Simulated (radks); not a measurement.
Numerical settings for neutral argon, [Ar]. Calculated with a radial shooting solver on a logarithmic mesh with Libxc functionals: non-relativistic Kohn-Sham, BLYP, spin-polarised, spherical densities, point nucleus. The defaults (mesh step 0.008 in ln r, mesh end at 40 bohr or more with all orbitals vanishing there, Anderson mixing 0.5 over 9 steps, residual threshold near 1e-9 with the energy settled to 1e-9 hartree or 1e-11 of itself, here a cap of 66 iterations) give E = -527.5510 hartree and 3p at -10.157 eV in 14 iterations. Run on one thread of a shared host, so times are rough (Arm Neoverse V2): 0.09 s of CPU time, 0.09 s wall, 14 iterations on 2597 mesh points. Changes against that run (0 stands for a change within the tolerance of the run):

setting                    iterations         converged  E (mhartree)  e(3p) (meV)  CPU (s)
mesh step in ln r 0.005            14               yes             0            0     0.14
mesh step in ln r 0.2              66                no      diverged            -     0.19
mesh step in ln r 0.02             14               yes             0            0     0.04
mesh end (bohr) 5                  13               yes         +19.8         +640     0.08
mesh end (bohr) 1                  13  level above zero     +9.42e+04    +4.16e+05      0.1
residual threshold 0.001            9               yes             0      +0.0968     0.07
residual threshold 0.01             9               yes             0      +0.0968     0.07
mixing 2.5                         14               yes             0            0     0.09
linear mixing, mixing 0.5          30               yes             0            0     0.17
linear mixing, mixing 0.8          42               yes             0            0     0.23
mixing history 2                   18               yes             0            0     0.11
iteration cap 2                     2                no         +35.3    -6.95e+03     0.02

Settled on a wrong energy, with an occupied level pushed above zero by the early mesh end: mesh end (bohr) 1 (+94.2 hartree). Apart from these: settings that end as converged yet miss the energy by more than 1 mhartree: mesh end (bohr) 5 (+0.0198 hartree). A mesh that ends early acts as a hard wall.
